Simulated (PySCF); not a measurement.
Input of a run (PBE0-D3(BJ)/def2-SVP geometry optimisation, gas phase (PySCF 2.14.0)), started from a GFN2-xTB structure with every atom displaced at random (by about 0.01 Å):
```
{"job": {"xc": "PBE0", "basis": "def2-SVP", "d3": "d3bj", "grid": 1, "shake": 0.01, "kind": "geom"}, "charge": 0, "multiplicity": 1}
F      2.807660    -0.064810    -1.070570
C      1.783230     0.779300    -0.674740
C      0.609000     0.334250    -0.245740
C      0.189730    -1.087690    -0.091270
C     -1.260810    -0.817490     0.456350
Si    -0.986840     1.091200     0.398710
H      2.086980     1.819370    -0.758900
H      0.162260    -1.613150    -1.046540
H      0.781230    -1.653070     0.619460
H     -2.047410    -1.202670    -0.165150
H     -1.420990    -1.239000     1.464730
H     -0.896820     1.790360     1.687560
H     -1.801400     1.846490    -0.584220
```

Output (energies in Eh, forces in Eh/bohr):
```
step   0  E = -545.23868468  max force = 0.031917
step   1  E = -545.24219176  max force = 0.012585
step   2  E = -545.24108916  max force = 0.026253
step   3  E = -545.24429372  max force = 0.007695
step   4  E = -545.24468628  max force = 0.001962
step   5  E = -545.24473991  max force = 0.000714
step   6  E = -545.24475784  max force = 0.000734
step   7  E = -545.24477079  max force = 0.000722
step   8  E = -545.24477549  max force = 0.000372
optimisation converged
```

Q: Summarise the run.

A: The energy falls by 16.0 kJ/mol over 9 energy and gradient evaluations, the largest force component goes from 0.0319 to 3.7e-04 Eh/bohr, and the atoms move by 0.035 Å rms after alignment. The bond that changes most is F1–C2 (vinyl fluorine to vinylic C–F carbon), which shortens by 0.051 Å. Bonds longer at the end by more than 0.005 Å: 7 of 13; shorter: 5. Among the angles that change most is C4–C3–Si6, from 96.3° to 91.7°. The energy rose by more than 1e-6 Eh at step 2. The first step brought 58 % of the lowering.

Q: What are the final bond lengths?

A: F1–C2 1.334 Å, C2=C3 1.328 Å, C3–C4 1.523 Å, C4–C5 1.560 Å, C5–Si6 1.904 Å, C3–Si6 1.871 Å, C2–H7 1.095 Å, C4–H8 1.103 Å, C4–H9 1.103 Å, C5–H10 1.100 Å, C5–H11 1.099 Å, Si6–H12 1.497 Å, Si6–H13 1.497 Å. Numbering counts from 1 in the input's order; the species is `C(=C1\[SiH2]CC1)/F`.

The run used 123 basis functions and 59 SCF cycles in all.

No PBE0-D3(BJ)/def2-SVP frequencies stand behind this structure, so it isn't proved a minimum.
